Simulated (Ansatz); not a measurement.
The cluster Hg2O3⁻. Total charge -1; doublet. Geometry PBE0-D4/def2-SVPD.

Cartesian coordinates in Å:
```
Hg 3.071 2.239 0.512
Hg -0.024 -0.376 -0.073
O 1.603 0.266 0.694
O -2.842 -1.034 -0.176
O -1.808 -1.096 -0.957
```

In the def2 sets Hg takes a core potential; there is no spin–orbit coupling. HSE06 is defined as in plane-wave codes, on full-range PBE exchange. The structure holds 1 bond(s) between oxygen atoms. Another isomer (doublet) lies 0.02 eV lower at PBE-D4/def2-TZVPD; other spin states weren't run for this one.

Question: Estimate the α-spin orbital energies around the gap (eV) in Ansatz with PBE-D4/def2-TZVPD, r2SCAN-D4/def2-TZVPD, PBE0-D4/def2-TZVPD, HSE06-D4/def2-TZVPD, ωB97X-V/def2-TZVPD.

Answer: 
| orbital | PBE-D4/def2-TZVPD | r2SCAN-D4/def2-TZVPD | PBE0-D4/def2-TZVPD | HSE06-D4/def2-TZVPD | ωB97X-V/def2-TZVPD |
| --- | --- | --- | --- | --- | --- |
| HOMO−5 | -3.63 | -3.80 | -4.67 | -4.26 | -6.97 |
| HOMO−4 | -2.37 | -2.56 | -3.71 | -3.30 | -6.18 |
| HOMO−3 | -1.66 | -2.21 | -3.31 | -2.90 | -5.63 |
| HOMO−2 | -1.13 | -1.44 | -2.64 | -2.24 | -5.05 |
| HOMO−1 | -1.07 | -1.29 | -2.44 | -2.04 | -4.88 |
| HOMO | -0.81 | -0.97 | -1.81 | -1.43 | -3.83 |
| LUMO | 1.86 | 2.09 | 2.65 | 2.31 | 4.18 |
| LUMO+1 | 2.55 | 2.97 | 3.06 | 2.76 | 4.25 |
| LUMO+2 | 2.62 | 3.05 | 3.12 | 2.82 | 4.31 |
| LUMO+3 | 2.92 | 3.32 | 3.46 | 3.16 | 4.67 |
| LUMO+4 | 3.04 | 3.44 | 3.56 | 3.26 | 4.78 |
| LUMO+5 | 3.33 | 4.15 | 3.87 | 3.57 | 5.14 |
| β HOMO | -0.70 | -0.89 | -1.79 | -1.40 | -3.81 |
| β LUMO | 0.19 | 0.59 | 1.74 | 1.35 | 4.03 |
